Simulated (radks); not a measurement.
Species: Ni17+. Configuration: [Ne] 3s1.

All-electron calculation, scalar-relativistic Kohn-Sham, r2SCAN, spin-unpolarised, spherical densities, finite nucleus; meta-GGA in the generalised Kohn-Sham scheme; Fermi nuclear charge, rms radius 3.7757 fm. Program: a radial shooting solver on a logarithmic mesh with Libxc functionals.

Energy parts (eV):
| part | energy |
|---|---|
| total | -37354.129 |
| kinetic | 37937.262 |
| electron-nucleus | -81670.596 |
| Hartree | 7621.441 |
| exchange-correlation | -1242.235 |

Orbitals (lengths in bohr, moments of r in powers of bohr; r(90%) holds 90 % of the orbital's charge):
| orbital | occ. | eigenvalue (eV) | <r^2> | r(90%) |
|---|---|---|---|---|
| 1s | 2 | -8865.117 | 0.003932 | 0.0966 |
| 2s | 2 | -1586.037 | 0.06813 | 0.371 |
| 2p | 6 | -1450.906 | 0.05439 | 0.344 |
| 3s | 1 | -588.3940 | 0.4247 | 0.886 |

The highest occupied level is 3s at -588.39 eV. The electron density at the nucleus is 1.976e+04 e/bohr^3 (large components only). Summed over all electrons, <r^2> = 0.8951 bohr^2, which gives a Langevin (diamagnetic) susceptibility term of -0.709 x 10^-6 cm^3/mol. The density falls to 0.001 e/bohr^3 at r = 1.34 bohr.
